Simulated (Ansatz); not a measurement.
Stepwise reaction of `[OH][Sn]([OH])([Br])[Br]` with water, as a gas-phase model of exchange steps in deposition or etching. ΔE in kJ/mol; ΔG adds harmonic PBE0-D4 terms to CCSD(T)/CBS, at 1 bar.

Computed with Ansatz on PBE0-D4/def2-TZVP structures; ΔE is electronic, products minus reactants. CCSD(T)/CBS adds triple-zeta CCSD(T) − MP2 to the extrapolated MP2 energy (def2 sets, frozen cores). This one scheme is used for every species. DFT in def2-TZVPP. B3LYP here is the variant with VWN-RPA as its local correlation; programs differ in this. def2 core potentials past Kr. For Br, Sn outer-core shells are correlated without core-valence functions, which leaves a few kJ/mol of doubt a bond. Scalar relativity is left out up to krypton. Each species was taken in one conformer, which may not be the lowest.

```tsv
step	reaction	PBE-D4	B3LYP-D4	ωB97M-V	CCSD(T)/CBS	ΔG(400 K)
1	`[OH][Sn]([OH])([Br])[Br]` + H₂O → `[OH][Sn]([OH])([OH])[Br]` + HBr	76.3	77.3	75.1	78.7	71.2
2	`[OH][Sn]([OH])([OH])[Br]` + H₂O → `[OH][Sn]([OH])([OH])[OH]` + HBr	77.3	77.1	75.4	78.0	74.9
```

Problem. By hand: ΔE of the 2 steps together at CCSD(T)/CBS.

Solution. (78.7) + (78.0) = 156.7 kJ/mol, or 78.3 kJ/mol a step.

In ΔE the steps differ by no more than 0.7 kJ/mol. All are uphill at CCSD(T)/CBS. ΔG lies between 71.2 and 74.9 kJ/mol a step. PBE-D4 differs from CCSD(T)/CBS by -2.4 to -0.7 kJ/mol a step. Only this route is followed, and other bonds may react first. Isolated molecules leave out the surface, adducts and barriers. Largest T1 diagnostic: 0.015.
